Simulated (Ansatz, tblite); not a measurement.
Forces on AsMe2(NMe2) (C4H12AsN) at its r2SCAN-D4/def2-SVP geometry. The state is a singlet with charge 0.

The xTB rows come from tblite.

GFN1-xTB (tblite), largest force 1.09 eV/Å:

```xyz
18
positions Å, forces eV/Å
As    0.248    0.960    0.690   -0.163    0.409    0.407
C     1.896   -0.020    1.130    0.218   -0.121    0.047
H     1.787   -0.572    2.075    0.146    0.141   -0.389
H     2.714    0.706    1.252   -0.218   -0.385   -0.056
H     2.137   -0.720    0.315    0.060    0.204    0.382
C     0.940    1.737   -0.980    0.109    0.097   -0.214
H     1.242    0.929   -1.665   -0.059    0.416    0.134
H     1.811    2.365   -0.739   -0.300   -0.239   -0.234
H     0.185    2.373   -1.463    0.359   -0.247    0.077
N    -0.626   -0.517   -0.142    0.327    0.078   -0.071
C    -1.769   -0.113   -0.941   -0.968    0.116   -0.491
C    -1.004   -1.545    0.811   -0.490   -0.769    0.592
H    -2.154   -0.988   -1.495    0.184    0.238    0.211
H    -1.475    0.642   -1.687    0.014   -0.237    0.311
H    -2.619    0.300   -0.350    0.487   -0.214   -0.169
H    -0.132   -1.872    1.398   -0.225    0.211   -0.241
H    -1.803   -1.236    1.525    0.384   -0.023   -0.402
H    -1.381   -2.429    0.265    0.136    0.326    0.106
```

GFN2-xTB (tblite), largest force 0.43 eV/Å:

```
As -0.158 0.009 0.070
C 0.245 -0.136 0.042
H 0.110 0.132 -0.310
H -0.211 -0.289 -0.047
H -0.040 0.231 0.337
C 0.127 0.100 -0.238
H -0.104 0.344 0.209
H -0.260 -0.203 -0.154
H 0.289 -0.193 0.082
N -0.055 0.059 0.080
C -0.377 -0.056 -0.193
C -0.227 -0.329 0.141
H 0.137 0.218 0.198
H 0.031 -0.221 0.321
H 0.341 -0.163 -0.120
H -0.209 0.231 -0.235
H 0.265 -0.021 -0.293
H 0.097 0.289 0.112
```

r2SCAN-D4/def2-TZVP (Ansatz), largest force 0.40 eV/Å:

```
As -0.056 -0.070 -0.041
C 0.238 -0.162 0.090
H 0.019 0.159 -0.265
H -0.228 -0.184 -0.044
H -0.062 0.197 0.211
C 0.087 0.132 -0.261
H -0.074 0.216 0.194
H -0.234 -0.181 -0.054
H 0.208 -0.184 0.146
N 0.161 0.016 -0.051
C -0.318 0.111 -0.211
C -0.109 -0.276 0.261
H 0.115 0.205 0.164
H -0.051 -0.199 0.220
H 0.233 -0.102 -0.114
H -0.219 0.115 -0.170
H 0.200 -0.040 -0.190
H 0.092 0.247 0.113
```
